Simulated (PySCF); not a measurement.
The same groups moved round the core (azulene fluoro+boryl). All species are isolated molecules in the gas phase. One relaxed conformer stands for each flexible species; it need not be the lowest. Strings in code marks are SMILES.

Quantity: electronic energy of isomers of C10H8BF relative to `Bc1ccc2c(F)ccccc1-2`, in kcal/mol.

Case: `Bc1ccc(F)cc2cccc1-2`. Geometry of `Bc1ccc(F)cc2cccc1-2` (neutral, multiplicity 1, Å):

```xyz
20

B      0.5445     2.7552    -0.1939
C     -0.0983     1.3407    -0.1295
C     -1.5040     1.3270    -0.2640
C     -2.4278     0.2769    -0.2589
C     -2.1969    -1.0844    -0.1144
F     -3.2951    -1.8650    -0.1506
C     -0.9946    -1.7772     0.0640
C      0.2855    -1.2570     0.1407
C      1.4507    -2.0299     0.3220
C      2.5487    -1.1621     0.3494
C      2.1192     0.1751     0.1880
C      0.7249     0.1969     0.0523
H      1.7288     2.9374    -0.0939
H     -0.1719     3.7131    -0.3510
H     -1.9574     2.3124    -0.3964
H     -3.4819     0.5399    -0.3842
H     -1.1016    -2.8627     0.1511
H      1.4719    -3.1143     0.4212
H      3.5883    -1.4688     0.4765
H      2.7670     1.0468     0.1715
```

Predict the electronic energy of isomers of C10H8BF relative to `Bc1ccc2c(F)ccccc1-2` from BP86/6-31G* // B3LYP-D3(BJ)/def2-SVP (PySCF).

13.4 kcal/mol.
